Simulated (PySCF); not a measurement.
C4H6F2N (charge +1).
Atom-mapped SMILES: `[CH3:1][N+:2]#[C:3][CH2:4][CH:5]([F:6])[F:7]` (hydrogens: H8, H9, H10 on C1; H11, H12 on C4; H13 on C5)

Structure optimised with GFN2-xTB, isolated species.

(1) What internal coordinates does the optimisation give?

Answers

(1) 
```
                bond  length (Å)   order
               C1–N2       1.370  single
               N2≡C3       1.149  triple
               C3–C4       1.415  single
               C4–C5       1.557  single
        C5–F6, C5–F7       1.342  single
C1–H8, C1–H9, C1–H10       1.093  single
      C4–H11, C4–H12       1.096  single
              C5–H13       1.100  single
```

Bonds in one row agree within 0.01 Å and their mean is given. Orders are formal, as drawn. A selection of angles:
```
     angle  degrees
  N2–C1–H8    109.7
  H8–C1–H9    109.7
  C1–N2–C3    178.7
  N2–C3–C4    174.6
  C3–C4–C5    109.2
 C3–C4–H11    110.0
 C5–C4–H11    109.1
H11–C4–H12    109.4
  C4–C5–F6    109.3
 C4–C5–H13    112.1
  F6–C5–F7    107.4
 F6–C5–H13    109.3
```

Torsions: C3–C4–C5–F6 59° (synclinal). The mirror-image conformer, all signs reversed, is as good.

The 2 C–C bonds span 1.415 Å (C3–C4, drawn single) to 1.557 Å (C4–C5, drawn single), a spread of 0.142 Å. The 2 C–N bonds span 1.149 Å (N2≡C3, drawn triple) to 1.370 Å (C1–N2, drawn single), a spread of 0.221 Å.

Point group: near Cs, missed by 0.23 Å at most; the miss may be what the optimiser left on a soft mode. No frequency check.

These are computed values.
